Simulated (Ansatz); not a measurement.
Job for Ansatz (an electronic-structure program): R-CCSD(T)/cc-pV(T+d)Z on CH4Si (SMILES C[SiH]). Files ending in .json are basis or fitting sets from the Basis Set Exchange.

Ansatz 0.2 input:
```yaml
crystal:
  periodic: [false, false, false]
  atoms:
    - {symbol: C, position_ang: [-0.52341943, -0.01103351, 0.08841241]}
    - {symbol: Si, position_ang: [1.25160965, -0.02817132, 0.76974013]}
    - {symbol: H, position_ang: [-0.68337772, 0.89629015, -0.50687846]}
    - {symbol: H, position_ang: [-1.28830178, -0.06361485, 0.86307327]}
    - {symbol: H, position_ang: [-0.66346192, -0.84837980, -0.60605974]}
    - {symbol: H, position_ang: [1.90695120, 0.05490933, -0.60828758]}
basis:
  gaussian:
    orbitals: cc-pV_T+d_Z.json
magnetization: {spin_polarized: false}
correlation: {method: ccsd_t, electrons: outside_noble_gas}
scf: {lower_state_search: off}
```

It printed:

```
WARN ansatz: RAYON_NUM_THREADS=2 ignored (pool sized by the plan → 2); use --threads N
Functional definition: HF
these checks for a lower state are left out or cut short: stability, starts, cluster_reference, orbital_swaps, neighbouring_geometries, increment
integrals: 0.21 GiB planned
708 factors; integrals over basis functions are off by at most 9.9e-4 eV
mean field: 0.21 GiB planned
mean field evaluation 1: about -8953.3166 eV, gradient 2.5e1 eV
mean field evaluation 2: about -8953.3157 eV, gradient 2.5e1 eV
mean field evaluation 4: about -8955.0568 eV, gradient 2.3e0 eV
mean field evaluation 8: about -8955.0869 eV, gradient 7.2e-2 eV
mean field -8955.08696288 eV, -329.0933759097 hartree, gradient 6.2e-6 eV, S^2 0.000000; 0 other end points of the search recorded, 0 dependent functions left out
6 core orbitals not correlated
reference -8955.08696288 eV, -329.0933759097 hartree; 6, 6 occupied and 113, 113 virtual orbitals, 708 factors
second order -7.78414362 eV of doubles, -0.00000000 eV of singles
coupled cluster: 0.52 GiB planned
cycle   1  -8.42366606 eV  change   -6.4e-1 eV  update   7.3e-2
cycle   2  -8.72925489 eV  change   -3.1e-1 eV  update   2.8e-2
cycle   3  -8.76398858 eV  change   -3.5e-2 eV  update   1.1e-2
cycle   4  -8.76147678 eV  change    2.5e-3 eV  update   4.5e-3
cycle   5  -8.76167578 eV  change   -2.0e-4 eV  update   1.4e-3
cycle   6  -8.76156805 eV  change    1.1e-4 eV  update   5.6e-4
cycle   7  -8.76164825 eV  change   -8.0e-5 eV  update   1.8e-4
cycle   8  -8.76171318 eV  change   -6.5e-5 eV  update   5.6e-5
cycle   9  -8.76170359 eV  change    9.6e-6 eV  update   1.9e-5
cycle  10  -8.76170249 eV  change    1.1e-6 eV  update   6.5e-6
perturbative correction -0.31917877 eV, -0.0117296036 hartree
Total energy: -8964.16784414 eV, -329.4270921409 hartree
Checks for a lower state left out: stability, starts, cluster_reference, orbital_swaps, neighbouring_geometries, increment
```

Self-consistency was reached.

Cost: very roughly 10 core-seconds.
